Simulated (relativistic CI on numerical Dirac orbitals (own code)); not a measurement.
# Energy levels of Kr⁴⁺

Method of calculation: Dirac-Coulomb-Breit CI, separate exchange-only KLI orbitals for each configuration, model QED, valence Slater integrals scaled by 0.85, P86 correlation energy added to each configuration (own radial code, finite nucleus).

Configuration list (outside the closed core [Ar] 3d10): 4s²4p², 4s4p³, 4s²4p4d, 4p⁴, 4s4p²4d, 4s²4p4f, 4s²4p5s, 4s4p²4f, 4s²4p5p, 4s²4p5d, 4s²4p6s, 4p³4d, 4s²4p6p, 4s4p²5s, 4s²4p5f, 4s²4p5g, 4s4p4d², 4s²4p6d, 4s²4p7s, 4s²4d4f, 4s²4p7p, 4s4p²5p, 4s²4p6f, 4s4p²5d, 4p³4f, 4s4p²6s, 4s²4d5p, 4s4p²6p, 4s4p5p², 4s²4d², 4s4d³, 4s4d²4f, 4p²4d², 4p4d³, 4p4d²4f, 4p4d²5s, 4s²4f², 4s4d4f², 4s4f³, 4p²4f², 4p4d4f², 4p4f³, 4p4f²5s, 4s²4d5s, 4s4d²5s, 4s4d4f5s, 4s4p5s5p, 4s4d5s5p, 4p4d5s5p, 4s4f5s5p, 4s5s²5p, 4p4f5s5p, 4s4p4d4f. Double excitations out of closed p, d and f shells are left out; levels of such configurations are missing from the list, as are those of other unlisted configurations, and high levels can miss mixing partners. These lack a partner that the ground configuration has and come out too high: 4s4p²5p, 4s4p²5d, 4s4p²6s, 4s4p²6p, 4s²4p5p.

The lowest level is 4s²4p² ³P0, with 94 % of that term; Hund's rules for 4s²4p² give ³P with J = 0, in agreement.

```csv
No.,Configuration,Term,J,E (cm⁻¹),%,Next component (%),Landé g
1,4s²4p²,³P,0,0.0,94,3 ¹S,
2,4s²4p²,³P,1,3668.2,97,2 4s4p²4d ³P,1.501
3,4s²4p²,³P,2,7429.3,89,9 ¹D,1.456
4,4s²4p²,¹D,2,19347.5,89,9 ³P,1.044
5,4s²4p²,¹S,0,37716.5,93,3 ³P,
6,4s4p³(4S°),⁵S°,2,98335.5,98,1 ³P°,1.997
7,4s4p³(2D°),³D°,1,130466.9,86,9 4s²4p4d ³D°,0.533
8,4s4p³(2D°),³D°,2,130571.3,85,8 4s²4p4d ³D°,1.185
9,4s4p³(2D°),³D°,3,131824.7,90,9 4s²4p4d ³D°,1.334
10,4s4p³(2P°),³P°,0,147445.0,91,8 4s²4p4d ³P°,
11,4s4p³(2P°),³P°,1,147833.0,87,8 4s²4p4d ³P°,1.471
12,4s4p³(2P°),³P°,2,148303.7,81,8 4s²4p4d ³P°,1.471
13,4s4p³(2D°),¹D°,2,165045.6,58,35 4s²4p4d ¹D°,1.015
14,4s4p³(4S°),³S°,1,186017.5,73,21 ¹P°,1.760
15,4s²4p4d,³F°,2,192865.7,96,1 4p³4d ³F°,0.671
16,4s4p³(2P°),¹P°,1,194569.2,64,23 ³S°,1.237
17,4s²4p4d,³F°,3,195466.5,96,1 4p³4d ³F°,1.085
18,4s²4p4d,³F°,4,199500.1,97,1 4p³4d ³F°,1.250
19,4s²4p4d,³P°,2,212889.5,54,16 ¹D°,1.323
20,4s²4p4d,³P°,1,215554.4,50,36 ³D°,1.078
21,4s²4p4d,¹D°,2,218505.3,43,24 4s4p³ ¹D°,1.095
22,4s²4p4d,³P°,0,218588.3,89,8 4s4p³ ³P°,
23,4s²4p4d,³D°,1,220340.6,50,38 ³P°,0.931
24,4s²4p4d,³D°,3,221251.8,86,8 4s4p³ ³D°,1.326
25,4s²4p4d,³D°,2,221478.4,63,22 ³P°,1.245
26,4s²4p4d,¹F°,3,235791.9,93,2 ³D°,1.006
27,4s²4p4d,¹P°,1,239632.0,78,10 4s4p³ ¹P°,0.994
28,4s²4p5s,³P°,0,247643.9,98,1 4s4p²5p ³P°,
29,4s²4p5s,³P°,1,248844.4,84,12 ¹P°,1.428
30,4s²4p5s,³P°,2,255528.0,98,1 4s4p²5p ³P°,1.501
31,4s²4p5s,¹P°,1,259353.1,81,14 ³P°,1.070
32,4p⁴,³P,2,276624.5,52,38 4s4p²4d ³P,1.457
33,4p⁴,³P,1,281474.5,55,43 4s4p²4d ³P,1.499
34,4p⁴,³P,0,282613.4,54,42 4s4p²4d ³P,
35,4p⁴,¹D,2,287359.8,59,30 4s4p²4d ¹D,1.043
36,4s4p²(3P)<4P>4d,⁵F,1,288423.8,96,2 ⁵D,0.033
37,4s²4p5p,³D,1,288996.4,51,44 ¹P,0.755
38,4s4p²(3P)<4P>4d,⁵F,2,289271.9,94,4 ⁵D,1.024
39,4s4p²(3P)<4P>4d,⁵F,3,290637.4,92,7 ⁵D,1.269
40,4s4p²(3P)<4P>4d,⁵F,4,292667.0,92,7 ⁵D,1.360
41,4s²4p5p,³D,1,293432.4,34,28 ¹P,1.051
42,4s²4p5p,³D,2,293844.9,83,9 ³P,1.186
43,4s²4p5p,³P,0,294993.2,92,5 ¹S,
44,4s4p²(3P)<4P>4d,⁵F,5,295407.1,98,1 ³G,1.399
45,4s4p²(3P)<4P>4d,⁵D,0,296434.8,98,1 4p⁴ ³P,
```

Energies count from the lowest computed level; ° marks odd parity. Percentages are summed over parent terms; the parents shown are those of the largest component, closed shells are left out there, and <> holds an intermediate term.

The mean weight of the leading LS term, summed over parents, in these 45 levels is 80 %, and that of the leading jj configuration (from the same eigenvectors) 66 %, so LS coupling describes them better.

At this charge configurations can still be misplaced by up to about 7 % of their energy. 31 of the 41 excited levels that our extract of the measured tables holds in this range could be paired (the sources list more); they are missed by 5108 cm⁻¹ on average and 43895 at most, and levels without a partner can miss by more.

Landé's interval rule says that E(J) − E(J−1) = AJ with one A. For the ground term the intervals give A = 3668.2, 1880.5 cm⁻¹ for J = 1, 2; the multiplet is regular.

LS names give the leading component of a level, which can be under half, so a name can repeat, a term be missing and a line seem to break the LS rules.
